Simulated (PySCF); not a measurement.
Two species compared at the same levels of theory.

First species: C₃H₇NSi.
Structure used (GFN2-xTB), in Å, numbered top down from 1:
```
atom  x, y, z in Å
C1     2.4230   -0.8828    0.1698
N2     1.1994   -0.6130    0.2766
Si3    0.1289    0.4250   -0.5248
C4    -1.6300   -0.2404   -0.3483
C5    -1.2971    0.8648    0.6330
H6     3.1014   -0.4336   -0.5574
H7     2.8571   -1.6148    0.8424
H8     0.4161    1.3243   -1.6311
H9    -1.7916   -1.2215    0.0700
H10   -2.3504    0.0025   -1.1148
H11   -1.2481    0.5843    1.6733
H12   -1.8076    1.8046    0.4852
```

Second species: C₅H₇O₂P.
SMILES: `o1c(cpc1C)OC`

Levels: B3LYP/def2-SVPD for dipole moment, HOMO energy, LUMO energy, HOMO–LUMO gap, static isotropic polarisability and electronic spatial extent ⟨r²⟩ about the centre of nuclear charge; TDDFT B3LYP/def2-SVPD for lowest singlet excitation; TDA B3LYP/def2-SVPD for lowest triplet excitation (Tamm–Dancoff); GFN2-xTB for rotational constant A and rotational constant C. Geometries: GFN2-xTB. All species are isolated and taken at one optimised geometry, non-relativistic unless stated; the electronic structure was computed with PySCF and density fitting.

The conformers computed, where there is a choice (atom-mapped SMILES and torsion angles):
- `[CH2:1]=[N:2][SiH:3]1[CH2:4][CH2:5]1`: C1–N2–Si3–C4 155°
- `[CH3:1][O:2][c:3]1[cH:4][p:5][c:6]([CH3:7])[o:8]1`: C1–O2–C3–C4 180°

(1) Which of the two has the higher rotational constant C, and by how much?

(2) Which has the higher dipole moment?

(3) Which of the two has the higher rotational constant A, and by how much?

(4) Which has the higher LUMO energy?

(5) Which of the two has the higher static isotropic polarisability, and by how much?

(6) Which of the two has the higher S1 energy, and by how much?

(7) Which has the higher T1 energy?

(8) Which has the higher ⟨r²⟩?

Results:

(1) The first: 2.352 GHz against 0.963 GHz, a difference of 1.389 GHz.

(2) The second: 2.51 D against 1.49 D, a difference of 1.02 D.

(3) The first: 11.258 GHz against 3.226 GHz, a difference of 8.032 GHz.

(4) The second: -0.79 eV against -1.27 eV, a difference of 0.48 eV.

(5) The second: 91.6 au against 76.4 au, a difference of 15.2 au.

(6) The second: 4.65 eV against 4.10 eV, a difference of 0.55 eV.

(7) The first: 3.43 eV against 2.96 eV, a difference of 0.47 eV.

(8) The second: 1183 bohr² against 591 bohr², a difference of 592 bohr².

On the first: The principal polarisabilities are 56.1, 65.1 and 107.9 au; their mean is the isotropic value.

On the second: The 8 singlets span 4.65 to 6.44 eV, and their oscillator strengths add up to 0.53. No computed singlet falls in the visible range (750 to 380 nm, 1.65 to 3.26 eV); S1 lies 1.39 eV above its blue end.
